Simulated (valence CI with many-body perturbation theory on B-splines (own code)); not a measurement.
**Gd XLIV: one-electron terms**

Method: relativistic CI+MBPT: three valence electrons over a frozen Dirac-Fock core [Ar], a basis of 9 s, 9 p, 10 d, 8 f, 5 g, 3 h, 1 i functions for each j, with the one-electron correlation potential Σ1 (screened to all orders), the two-electron term Σ2, the three-electron term Σ3, Breit, model QED; selected single and double excitations, second order for the rest (own B-spline code, finite nucleus).

The last digits are not significant, and no measured levels were compared; by estimate large intervals hold to a few tenths of a per cent, small ones and those within an open d or f shell to about a per cent. Only levels of the ground parity were solved; by the run's estimate the other parity begins above the list, which can be wrong where configurations are misplaced.

These are the spectroscopic orbitals of the CI (the correlating ones are not listed), shaped by the core and the other valence electrons. h is the expectation value of the core's Dirac-Fock operator, without the valence repulsion; Σ1 is computed up to l = 3 at one energy for each symmetry, that of its lowest orbital but kept below the first core excitation, so for empty shells it is not the orbital's own correlation shift; Breit and QED include the response of the core.

```csv
Orbital,h (hartree),Σ1 (cm⁻¹),Breit (cm⁻¹),QED (cm⁻¹),⟨r⟩ (bohr)
4s1/2,-80.156,-8148,9248,6979,0.4441
5s1/2,-49.176,-3118,4435,3413,0.7219
6s1/2,-33.254,-1564,2430,1904,1.069
4p1/2,-77.686,-10942,14812,8.1,0.4378
5p1/2,-47.954,-3948,7255,11.7,0.7202
6p1/2,-32.563,-1940,4030,8.5,1.072
4p3/2,-75.329,-10311,8983,695,0.4526
5p3/2,-46.809,-3854,4421,350,0.7386
6p3/2,-31.921,-1918,2636,198,1.094
3d3/2,-134.5,-22079,18368,-1428,0.1982
4d3/2,-71.822,-10660,6924,-414,0.4289
5d3/2,-45.126,-4074,3373,-189,0.7237
3d5/2,-133.04,-20604,9556,-578,0.2014
4d5/2,-71.281,-10225,3609,-118,0.4328
5d5/2,-44.856,-3874,1734,-44.2,0.7286
4f5/2,-68.125,-26872,931,-280,0.3856
5f5/2,-43.405,-10462,404,-131,0.6884
4f7/2,-67.933,-22391,-132,-158,0.3875
5f7/2,-43.301,-8723,-20.0,-68.6,0.6906
5g7/2,-42.47,,80.7,-37.6,0.6181
5g9/2,-42.422,,-41.9,-6.9,0.6192
```

Among the shells of the start configuration 3d3, Σ1 is largest in size for 3d3/2, where it is 0.075 % of h.

Lowest root of each symmetry, sizes in configuration state functions:

```json
{"J": "1/2", "Parity": "even", "Roots": "2", "Reference": "43", "Variational": "3443", "Second order": "773", "Change by selected CI (cm⁻¹)": "-6094", "Change by second order (cm⁻¹)": "0"}
{"J": "3/2", "Parity": "even", "Roots": "5", "Reference": "71", "Variational": "6434", "Second order": "5091", "Change by selected CI (cm⁻¹)": "-5758", "Change by second order (cm⁻¹)": "-1"}
{"J": "5/2", "Parity": "even", "Roots": "5", "Reference": "79", "Variational": "7829", "Second order": "10525", "Change by selected CI (cm⁻¹)": "-4256", "Change by second order (cm⁻¹)": "-1"}
{"J": "7/2", "Parity": "even", "Roots": "3", "Reference": "66", "Variational": "7687", "Second order": "1988", "Change by selected CI (cm⁻¹)": "-5215", "Change by second order (cm⁻¹)": "-1"}
{"J": "9/2", "Parity": "even", "Roots": "3", "Reference": "49", "Variational": "6840", "Second order": "1819", "Change by selected CI (cm⁻¹)": "-5523", "Change by second order (cm⁻¹)": "-1"}
{"J": "11/2", "Parity": "even", "Roots": "1", "Reference": "25", "Variational": "4733", "Second order": "2135", "Change by selected CI (cm⁻¹)": "-5918", "Change by second order (cm⁻¹)": "-2"}
```
